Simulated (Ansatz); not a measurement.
CH$_{2}$SeZn at its PBE0-D4/def2-TZVP geometry, where that method's forces vanish. Charge 0, multiplicity 1. The bonds changed during the relaxation, so this is another structure than the one it started from.

```json
{"atom": "C1", "x (Å)": "0.1310", "y (Å)": "-0.2562", "z (Å)": "-0.5148"}
{"atom": "Zn2", "x (Å)": "-0.1760", "y (Å)": "0.7992", "z (Å)": "2.4961"}
{"atom": "Se3", "x (Å)": "-0.9426", "y (Å)": "0.4867", "z (Å)": "-1.6746"}
{"atom": "H4", "x (Å)": "1.1245", "y (Å)": "0.1392", "z (Å)": "-0.3183"}
{"atom": "H5", "x (Å)": "-0.1369", "y (Å)": "-1.1689", "z (Å)": "0.0116"}
```

(1) For each bond, give half the difference of the two atoms' forces along it (eV/Å; positive pushes the atoms apart) under PBE-D4, r2SCAN-D4, B3LYP-D4, ωB97M-V in def2-TZVPP. (Best estimate.)

## Answers

(1) Computed: 
```tsv
bond	length (Å)	PBE-D4	r2SCAN-D4	B3LYP-D4	ωB97M-V
C1–Se3	1.746	0.52	0.24	0.37	-0.18
C1–H4	1.087	0.02	-0.06	-0.15	-0.02
C1–H5	1.087	0.02	-0.06	-0.15	-0.02
```

B3LYP here is the variant with VWN-RPA as its local correlation; programs differ in this.
